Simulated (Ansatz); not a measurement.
Input for Ansatz (a quantum-chemistry and plane-wave program): U-CCSD(T)/cc-pVTZ on iminoborane (SMILES B=N), a point of a bond scan (R = 1.339 Å).

Ansatz 0.2 input:
```yaml
crystal:
  periodic: [false, false, false]
  atoms:
    - {symbol: B, position_ang: [-0.00000000, -0.00000000, -0.69205561]}
    - {symbol: N, position_ang: [0.00000000, 0.00000000, 0.54091709]}
    - {symbol: H, position_ang: [-0.00000000, -0.00000000, -1.85891024]}
    - {symbol: H, position_ang: [0.00000000, 0.00000000, 1.87991666]}
basis:
  gaussian:
    orbitals: cc-pVTZ
correlation: {method: ccsd_t, electrons: outside_noble_gas}
scf: {omitted_lower_state_checks: [cluster_reference]}
magnetization: {spin_polarized: true, initial_magnetization: 0}
```

Problem. Predict the final total energy.

Solution. -80.5962 hartree (reference determinant -80.2547, T1 diagnostic 0.017).
